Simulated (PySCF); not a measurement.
C5H6O2.

```xyz
13

C     -0.3318    -2.6278     0.0000
C      0.6395    -1.4854     0.0000
C      0.2775    -0.1979     0.0000
O     -1.0154     0.2761     0.0000
C     -0.9306     1.6525     0.0000
C      0.3563     2.0092     0.0000
O      1.1393     0.8756     0.0000
H     -0.2009    -3.2745     0.8858
H     -0.2009    -3.2745    -0.8858
H     -1.3712    -2.2687     0.0000
H      1.7135    -1.6811     0.0000
H     -1.8596     2.2130     0.0000
H      0.8624     2.9690     0.0000
```

The structure is a stationary point at B3LYP-D3(BJ)/def2-SVP.

All values below come from PBE0/pcSseg-1 (PySCF). Non-relativistic, no solvent.

Computed absolute GIAO shielding of each atom: isotropic value and principal components (ppm):
| atom | σ(iso) | σ11 | σ22 | σ33 | span |
|---|---|---|---|---|---|
| C1 | 172.7 | 159.7 | 173.8 | 184.7 | 24.9 |
| C2 | 114.4 | 48.8 | 131.5 | 163.0 | 114.2 |
| C3 | 17.3 | -70.1 | 52.7 | 69.3 | 139.4 |
| O4 | 150.3 | 92.6 | 147.0 | 211.2 | 118.6 |
| C5 | 48.6 | -34.1 | 76.5 | 103.5 | 137.6 |
| C6 | 48.4 | -34.3 | 76.0 | 103.4 | 137.7 |
| O7 | 147.7 | 96.2 | 153.6 | 193.4 | 97.2 |
| H8 | 29.6 | 24.9 | 27.1 | 36.6 | 11.8 |
| H9 | 29.6 | 24.9 | 27.1 | 36.6 | 11.8 |
| H10 | 29.4 | 24.5 | 29.8 | 33.9 | 9.4 |
| H11 | 27.3 | 23.0 | 29.3 | 29.7 | 6.7 |
| H12 | 24.6 | 23.2 | 24.9 | 25.8 | 2.6 |
| H13 | 24.7 | 23.2 | 24.8 | 26.0 | 2.7 |
